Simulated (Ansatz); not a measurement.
The cluster AgI₂, relaxed as a doublet with UKS PBE0-D4/def2-TZVP in Ansatz, starting from the GFN2-xTB geometry. Force threshold 0.02 eV/Å.

In the def2 sets Ag, I take a core potential; there is no spin–orbit coupling. The structure comes from a short search, and lower isomers may exist.

Start:

```xyz
3

Ag    0.001   -0.001    0.000
I    -1.561   -1.396   -1.565
I     1.560    1.398    1.565
```

Question: Estimate the energy that the relaxation releases and the steps that it takes.

Answer: 0.01 eV, in 2 steps; 3.8 s on 4 threads of Intel Xeon 6975P-C on a shared host. No frequencies were taken in this run, so the end may be a saddle point.

Question: Does the start keep its bonding and symmetry?

Answer: By distances, no bond broke or formed. The bond that changes most is Ag1–I3, from 2.61 to 2.57 Å (atoms count from 1). Point group D∞h at the start, D∞h at the end, both within 0.05 Å.

Question: Predict the relaxed structure.

Answer: 
```xyz
3

Ag    0.000   -0.001    0.000
I    -1.536   -1.375   -1.541
I     1.536    1.376    1.540
```
Bond lengths: 2 × Ag–I 2.57 Å.
